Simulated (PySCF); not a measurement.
Calculation: B3LYP-D3(BJ)/def2-TZVP in PySCF. Isolated molecules, 0 K electronic values unless said otherwise. B3LYP has the VWN-RPA correlation part, as in Gaussian. Delta-SCF ions had no search for a lower state. Excitations are Tamm–Dancoff values on a coarser integration grid. The basis has no diffuse functions, so Rydberg states are missing or too high.

Reference species (SMILES): `C#CNC#C` (neutral, multiplicity 1).

```yaml
HOMO: -6.25 eV
vertical ionisation energy (Delta-SCF): 8.50 eV
S1 excitation (TDA): 4.97 eV
```

Changed species: `N#CC#CC`.

What does the change do to the HOMO, vertical ionisation energy (Delta-SCF) and S1 excitation (TDA)?

the HOMO drops by 1.89 eV, to -8.14 eV; the vertical ionisation energy (Delta-SCF) increases by 2.06 eV, to 10.56 eV; the S1 excitation (TDA) goes up by 0.21 eV, to 5.18 eV.
